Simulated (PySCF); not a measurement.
**V³⁺ (vanadium, charge +3) across methods**

[Ar] 3d2, high-spin 3F determinant. Calculation: PySCF 2.14, in x2c-TZVPPall with one added diffuse shell each of s, p, d, f type (7s6p5d3f1g, 80 functions); scalar relativity by spin-free X2C-1e.

```
 method  E (hartree)  mean ε 3p α (eV)  mean ε 3p β (eV)  mean ε 3d α (eV)  Σ⟨r²⟩ (bohr²)   ⟨S²⟩
  M06-L     -947.253           -79.163           -76.778           -38.399          13.03  2.001
   MN15     -947.699           -81.945           -80.124           -40.817          13.11  2.000
 r2SCAN     -947.255           -79.242           -76.734           -38.861          13.09  2.001
  TPSSh     -947.317           -79.743           -77.285           -39.514          13.11  2.001
LC-wPBE     -947.122           -83.810           -81.496           -43.531          13.13  2.000
    PBE     -947.041           -78.049           -75.947           -38.326          13.16  2.000
    UHF   -946.38822           -91.102           -85.837           -47.267          13.07  2.003
    LDA     -945.034           -78.077           -76.010           -38.249          13.17  2.000
```

Question: Estimate the same row for PBE0.

Answer: E (hartree) = -947.091; mean ε 3p α (eV) = -81.602; mean ε 3p β (eV) = -78.794; mean ε 3d α (eV) = -40.751; Σ⟨r²⟩ (bohr²) = 13.11; ⟨S²⟩ = 2.001.
